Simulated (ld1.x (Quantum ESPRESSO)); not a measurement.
Scattering properties, ultrasoft potential for As

ld1.x (Quantum ESPRESSO) 7.5 input, shortened:

```
&input
   title='As', zed=33., rel=1, dft='BLYP', iswitch=3,
   config='[Ar] 3d10 4s1.5 4p3.5 4d-2'
 /
 &inputp
   pseudotype=3, tm=.true., lloc=-1, rcloc=2.30,
   nlcc=.true., rcore=1.60,
   which_augfun='PSQ', rmatch_augfun=1.30
 /
6
4S  1  0   1.50   0.00  1.60  1.75  0.0
4S  1  0   0.00   3.90  1.60  1.75  0.0
4P  2  1   3.50   0.00  1.80  2.05  0.0
4P  2  1   0.00   0.05  1.80  2.05  0.0
4D  3  2  -2.00  -0.10  1.40  1.90  0.0
4D  3  2  -2.00   2.30  1.40  1.90  0.0
 &test
   configts(1)='4s1.5 4p3.5'
 /
```

The phase is arctan(r·u′/u) with u = r·R(r), unwrapped; energies in Ry, scanned from -3 to 5 Ry. A pole is an energy at which the radial function vanishes at the test radius. The pseudo phase is shifted by a multiple of π to meet the all-electron one at the reference energy, and phase errors are pseudo minus all-electron; the curves can meet again beyond the range given. Levels narrower than the energy grid can be missing from the lists of poles.

```csv
channel,radius (bohr),reference energy (Ry),"poles, all-electron","poles, pseudo",unbroken range about the reference energy with phases within 0.05 rad,phase error 1 Ry above the reference energy (rad)
s,2.52,-1.09,-0.25,-0.25,the whole range,-0.000
p,2.52,-0.40,0.97,0.97,below 3.9,-0.000
d,2.52,-0.10,3.10,"1.18, 3.12",-2.9 to 0.8,-0.061
```

Phases in the p channel:

| E (Ry) | all-electron | pseudo |
| --- | --- | --- |
| -3.00 | 1.301 | 1.301 |
| -2.76 | 1.284 | 1.284 |
| -2.52 | 1.264 | 1.264 |
| -2.28 | 1.238 | 1.238 |
| -2.04 | 1.205 | 1.205 |
| -1.80 | 1.162 | 1.162 |
| -1.56 | 1.100 | 1.100 |
| -1.32 | 1.006 | 1.006 |
| -1.08 | 0.849 | 0.849 |
| -0.84 | 0.548 | 0.548 |
| -0.60 | -0.030 | -0.030 |
| -0.36 | -0.703 | -0.703 |
| -0.12 | -1.099 | -1.099 |
| 0.12 | -1.300 | -1.300 |
| 0.36 | -1.416 | -1.416 |
| 0.60 | -1.492 | -1.492 |
| 0.84 | -1.546 | -1.546 |
| 1.08 | -1.589 | -1.589 |
| 1.32 | -1.625 | -1.626 |
| 1.56 | -1.658 | -1.658 |
| 1.80 | -1.688 | -1.688 |
| 2.04 | -1.718 | -1.719 |
| 2.28 | -1.750 | -1.751 |
| 2.52 | -1.785 | -1.787 |
| 2.76 | -1.826 | -1.829 |
| 3.00 | -1.876 | -1.881 |
| 3.24 | -1.940 | -1.948 |
| 3.48 | -2.029 | -2.043 |
| 3.72 | -2.160 | -2.187 |
| 3.96 | -2.369 | -2.426 |
| 4.20 | -2.718 | -2.830 |
| 4.44 | -3.225 | -3.381 |
| 4.68 | -3.708 | -3.839 |
| 4.92 | -4.025 | -4.116 |
